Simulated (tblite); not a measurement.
C₄H₁₁Ge₂N.
SMILES with atom numbers: `[CH2:1]=[CH:2][C@H:3]1[CH2:4][GeH2:5][NH:6][GeH2:7]1` (hydrogens: H8, H9 on C1; H10 on C2; H11 on C3; H12, H13 on C4; H14, H15 on Ge5; H16 on N6; H17, H18 on Ge7)

Computed with GFN2-xTB (tblite), gas phase: L-BFGS steps from a force-field or distance-geometry start until the largest atomic force falls under 0.01 eV/Å.

Geometry at step 46:
```
atom  x, y, z in Å
C1      2.7945   -0.1147   -0.0301
C2      1.5700   -0.3459    0.4049
C3      0.4046   -0.6412   -0.4804
C4     -0.7345   -1.3104    0.2863
Ge5    -1.8252    0.0666    1.1964
N6     -1.6766    1.3728   -0.0707
Ge7    -0.3204    1.0671   -1.2610
H8      3.6200    0.1049    0.6265
H9      3.0014   -0.1082   -1.0884
H10     1.3561   -0.3748    1.4667
H11     0.7356   -1.2721   -1.3136
H12    -1.3921   -1.8427   -0.4088
H13    -0.3262   -2.0507    0.9725
H14    -3.2771   -0.2584    1.4169
H15    -1.2829    0.5711    2.5112
H16    -2.4651    1.9499   -0.3063
H17    -0.8339    0.9560   -2.6942
H18     0.6432    2.2370   -1.2396
```

Q: Give the atomic forces at this geometry.

A: 
| atom | Fx (eV/Å) | Fy (eV/Å) | Fz (eV/Å) |
| --- | --- | --- | --- |
| C1 | 0.038 | 0.112 | -0.049 |
| C2 | -0.111 | -0.165 | 0.057 |
| C3 | -0.071 | 0.134 | -0.107 |
| C4 | 0.079 | -0.121 | 0.002 |
| Ge5 | 0.009 | 0.028 | -0.101 |
| N6 | 0.111 | -0.056 | -0.089 |
| Ge7 | -0.055 | 0.120 | 0.030 |
| H8 | -0.056 | -0.056 | -0.005 |
| H9 | 0.078 | 0.008 | -0.046 |
| H10 | -0.003 | 0.141 | 0.046 |
| H11 | 0.010 | -0.037 | 0.074 |
| H12 | 0.028 | 0.031 | 0.019 |
| H13 | -0.022 | -0.129 | 0.059 |
| H14 | -0.093 | -0.037 | 0.006 |
| H15 | 0.055 | 0.020 | 0.030 |
| H16 | 0.064 | 0.042 | 0.003 |
| H17 | -0.055 | 0.006 | 0.047 |
| H18 | -0.008 | -0.040 | 0.022 |

The largest, 0.21 eV/Å, acts on C2; the rms over all components is 0.070 eV/Å. The forces sum to zero within rounding, as they must for an isolated molecule in no field.

Q: Give the force on C2 in Eh/bohr and in nN.

A: 0.207 eV/Å ÷ 51.422 = 0.00402 Eh/bohr, and 0.207 eV/Å × 1.602 = 0.33 nN.

Q: How far is this geometry from the end of the optimisation?

A: 0.072 eV above it, and 0.325 Å rms away after alignment. The bonds farthest from their final lengths, with half the difference of the two atoms' forces along the bond (positive lengthens):

```csv
bond,now (Å),final (Å),force along bond (eV/Å)
N6–Ge7,1.830,1.818,-0.11
C3–Ge7,2.013,2.003,-0.04
Ge5–H14,1.504,1.513,+0.06
Ge5–H15,1.509,1.516,+0.06
Ge7–H18,1.516,1.511,-0.05
C2–C3,1.493,1.489,0.00
```

The angle farthest from its final value is Ge7–C3–H11, 107.6° against 111.3°.

Of the 2 listed bonds off by 0.010 Å or more, this force points towards the final length in 2.

What follows is the cost of the whole relaxation. Hardware: Arm Neoverse V1, one thread, no GPU, on a shared host. Cost: 1.0 s wall.
